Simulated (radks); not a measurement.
Values are calculated unless marked as measured or tabulated.
Question: Ge3+, configuration [Ar] 3d10 5d1 (not the ground configuration). Code: a radial shooting solver on a logarithmic mesh with Libxc functionals. Model: Dirac Kohn-Sham, PBE, spin-unpolarised, spherical densities, finite nucleus; open shells fill j = l - 1/2 first; Fermi nuclear charge, rms radius 4.0742 fm. Some entries of the table are withheld. Estimate them.

| orbital | occ. | eigenvalue (Ry) | <1/r> (bohr^-1) |
|---|---|---|---|
| 1s1/2 | 2 | -808.6281 | 32.38 |
| 2s1/2 | 2 | -103.9537 | 7.150 |
| 2p1/2 | 2 | (1) | 7.112 |
| 2p3/2 | 4 | (2) | 6.918 |
| 3s1/2 | 2 | -15.54943 | 2.292 |
| 3p1/2 | 2 | -11.87497 | 2.166 |
| 3p3/2 | 4 | -11.56026 | 2.120 |
| 3d3/2 | 4 | -5.32020 | 1.811 |
| 3d5/2 | 6 | -5.27630 | 1.798 |
| 5d3/2 | 1 | -0.84115 | (3) |
| 5d5/2 | 0 | -0.83978 | (4) |

Answer: 
(1) 2p1/2 eigenvalue (Ry): -92.82172
(2) 2p3/2 eigenvalue (Ry): -90.47806
(3) 5d3/2 <1/r> (bohr^-1): 0.2461
(4) 5d5/2 <1/r> (bohr^-1): 0.2460
